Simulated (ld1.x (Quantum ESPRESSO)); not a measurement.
What one change does to a pseudopotential (Pr (Z = 59), ultrasoft)

ld1.x (Quantum ESPRESSO) 7.5 input, shortened:

```
&input
   title='Pr', zed=59., rel=1, dft='PBE', iswitch=3,
   config='[Xe] 4f2 5d1 6s2 6p0'
 /
 &inputp
   pseudotype=3, tm=.true., lloc=-2, rcloc=2.75,
   nlcc=.false.,
   which_augfun='PSQ', rmatch_augfun=1.35
 /
6
5S  1  0   2.00   0.00  1.90  2.35  0.0
6S  2  0   2.00   0.00  1.90  2.35  0.0
5P  2  1   6.00   0.00  2.75  3.25  0.0
6P  3  1   0.00   0.00  2.75  3.25  0.0
5D  3  2   1.00   0.00  1.70  2.10  0.0
5D  3  2   0.00   1.70  1.70  2.10  0.0
 &test
   configts(1)='5s2 5p6 5d1 6s2 6p0'
 /
```

All-electron outer shells of the reference configuration (PBE, scalar-relativistic, ld1.x):

```csv
shell,level (eV),outermost node (bohr),outermost maximum (bohr)
4d,-116.88,0.30,0.64
5s,-42.17,0.73,1.33
5p,-23.97,0.79,1.51
4f,-6.22,–,0.68
6s,-3.81,1.78,3.66
5d,-3.00,0.90,2.11
6p,-1.34,2.11,4.82
```

Change: core correction a·sin(br)/r model core inside 2.48 bohr.

Cutoffs: the cutoffs (Ry, on a coarse ladder) from which the occupation-weighted sum of valence levels, in a spherical-Bessel basis at the reference potential, stays within 10 and 1 mRy of its value at 400 Ry; they do not see the model core or the augmentation charge, which bear on the density cutoff. Errors are all-electron minus pseudo energies relative to the spin-unpolarised reference configuration.

Question: How do hardness, ghosts and transferability respond?

Answer: The potential gets neither clearly harder nor softer (15 Ry and 21 Ry → 15 Ry and 21 Ry); of the 6 tests that both files solve, the error grows in 4 and shrinks in 2 by more than 15 % and 0.3 meV (median size 0.9 → 1.0 meV); neither file shows a bound ghost at the reference potential, the only one tested. A model core, the more so a compact one, raises the density cutoff, which this test does not measure.

| quantity | base | changed |
| --- | --- | --- |
| cutoff, loose | 15 Ry | 15 Ry |
| cutoff, tight | 21 Ry | 21 Ry |
| bound ghosts | none | none |
| tests counted (converged, no solver errors) | 6 of 7 | 6 of 7 |
| error for 5s2 5p6 5d1 6s1 6p0, meV [ΔE 6.17 eV] | -0.3 | -2.7 |
| error for 5s2 5p6 5d1 6s0 6p0, meV [ΔE 17.43 eV] | +3.1 | -14 |
| error for 5s2 5p6 5d2 6s1 6p0, meV [ΔE 1.01 eV] | +1.0 | -1.4 |
| error for 5s2 5p6 5d1 6s1.5 6p0, meV [ΔE 2.48 eV] | -0.3 | -0.7 |
| error for 5s2 5p6 5d1 6s1 6p1, meV [ΔE 2.52 eV] | +0.8 | -0.1 |
| error for 5s2 5p6 5d1 6s0 6p2, meV [ΔE 5.14 eV] | +4.2 | +0.1 |
| s: phases at 3.55 bohr within 0.05 rad from the reference energy up to (Ry; the scan ends near 5) | to the end of the scan | to the end of the scan |
| p: phases at 3.55 bohr within 0.05 rad from the reference energy up to (Ry; the scan ends near 5) | 3.1 | 3.1 |
| d: phases at 3.55 bohr within 0.05 rad from the reference energy up to (Ry; the scan ends near 5) | to the end of the scan | to the end of the scan |
| lowest overlap eigenvalue by channel | s 0.10, p 0.08, d 0.83 | s 0.10, p 0.08, d 0.83 |

Base: Tests not counted: 5s2 5p6 5d0 6s0 6p0 (solver errors, printed error -415 eV). Changed file: Tests not counted: 5s2 5p6 5d0 6s0 6p0 (solver errors, printed error -417 eV).
